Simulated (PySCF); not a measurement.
Gas-phase reaction: 2 SbF5 = 2 Sb + 5 F2

Computed with PySCF and rigid-rotor harmonic-oscillator thermochemistry at 1 bar. † marks an energy on the PBE0/def2-TZVP geometry and frequencies; other levels use their own. MP2 freezes the core. Open shells (unrestricted): Sb (multiplicity 4); the rest are closed-shell singlets. B3LYP is the form with VWN-RPA correlation. Sb: scalar-relativistic def2 core potential, no spin-orbit coupling. MP2 isn't extrapolated to the basis-set limit; its ΔH°(298 K) is 2850.6 kJ in def2-SVP and 3070.7 kJ in def2-TZVPP. The harmonic model lacks anharmonicity and excited electronic states, which grow with temperature; levels with a mode under 35 cm⁻¹ are left out. Soft modes under 120 cm⁻¹ make the harmonic entropy rough for SbF5.

ΔH° and ΔS° at 298 K: B3LYP/def2-TZVP† 2942 kJ, 678 J/K; HF/def2-TZVP† 2898 kJ, 678 J/K; MP2/def2-SVP† 2851 kJ, 678 J/K; PBE/def2-SVP 2707 kJ, 661 J/K; PBE/def2-TZVP† 2898 kJ, 678 J/K.

Q: With the heat capacities included, give log10 K (1 bar) at 600, 1200, 1600, 2000, 2500 K from B3LYP/def2-TZVP†, HF/def2-TZVP†, MP2/def2-SVP†, PBE/def2-SVP, PBE/def2-TZVP†.

A: 
```csv
T (K),B3LYP/def2-TZVP†,HF/def2-TZVP†,MP2/def2-SVP†,PBE/def2-SVP,PBE/def2-TZVP†
600,-221.0,-217.1,-213.0,-201.4,-217.1
1200,-93.6,-91.7,-89.6,-84.4,-91.7
1600,-62.0,-60.6,-59.0,-55.3,-60.6
2000,-43.2,-42.0,-40.8,-38.0,-42.0
2500,-28.1,-27.2,-26.2,-24.2,-27.2
```
